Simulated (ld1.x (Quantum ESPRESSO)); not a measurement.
boron (B): one change to a TM semilocal potential, before and after

ld1.x (Quantum ESPRESSO) 7.5 input, shortened:

```
&input
   title='B', zed=5., rel=1, dft='PBE', iswitch=3,
   config='[He] 2s1.5 2p1.5 3d-2'
 /
 &inputp
   pseudotype=1, tm=.true., lloc=2,
   nlcc=.true., new_core_ps=.true., rcore=0.80
 /
3
2S  1  0   1.50   0.00  1.45  1.45  0.0
2P  2  1   1.50   0.00  2.85  2.85  0.0
3D  3  2  -2.00   0.45  2.65  2.65  0.0
 &test
   configts(1)='2s1.5 2p1.5'
 /
```

All-electron outer shells of the reference configuration (PBE, scalar-relativistic, ld1.x):

| shell | level (eV) | outermost node (bohr) | outermost maximum (bohr) |
| --- | --- | --- | --- |
| 1s | -181.19 | – | 0.21 |
| 2s | -9.69 | 0.46 | 1.52 |
| 2p | -3.84 | – | 1.57 |

Change: wave 2p (bound): rc 2.85 bohr becomes 2p (bound): rc 3.68 bohr.

Cutoffs: the cutoffs (Ry, on a coarse ladder) from which the occupation-weighted sum of valence levels, in a spherical-Bessel basis at the reference potential, stays within 10 and 1 mRy of its value at 400 Ry; they do not see the model core or the augmentation charge, which bear on the density cutoff. Errors are all-electron minus pseudo energies relative to the spin-unpolarised reference configuration.

Task: Predict the effect on cutoff, ghosts and configuration errors.

Result: The potential gets neither clearly harder nor softer (18 Ry and 50 Ry → 18 Ry and 50 Ry); the s channel sets the loose cutoff, while the largest relative change is in p, which becomes softer; of the 7 tests that both files solve, the error grows in 6 and shrinks in 0 by more than 15 % and 0.3 meV (median size 14.6 → 41.0 meV); neither file shows a bound ghost. More of the atom is replaced by a form fitted at one configuration, so other configurations suffer. A semilocal file is local in each channel, so a ghost entry of none says nothing of the separable form that plane-wave codes build from it.

| quantity | base | changed |
| --- | --- | --- |
| cutoff, loose | 18 Ry | 18 Ry |
| cutoff, tight | 50 Ry | 50 Ry |
| loose cutoff by channel (10 mRy a level) | s 18 Ry, p 12 Ry | s 18 Ry, p 8 Ry |
| bound ghosts | none | none |
| error for 2s2 2p1, meV [ΔE -2.92 eV] | -3.6 | -9.3 |
| error for 2s2 2p0, meV [ΔE 5.30 eV] | +90 | +225 |
| error for 2s1 2p0, meV [ΔE 30.72 eV] | +308 | +695 |
| error for 2s1 2p1, meV [ΔE 11.44 eV] | -10 | -11 |
| error for 2s0 2p3, meV [ΔE 8.80 eV] | -34 | -85 |
| error for 2s2 2p0.5, meV [ΔE -0.03 eV] | +15 | +41 |
| error for 2s2 2p1.3, meV [ΔE -3.66 eV] | -6.5 | -18 |
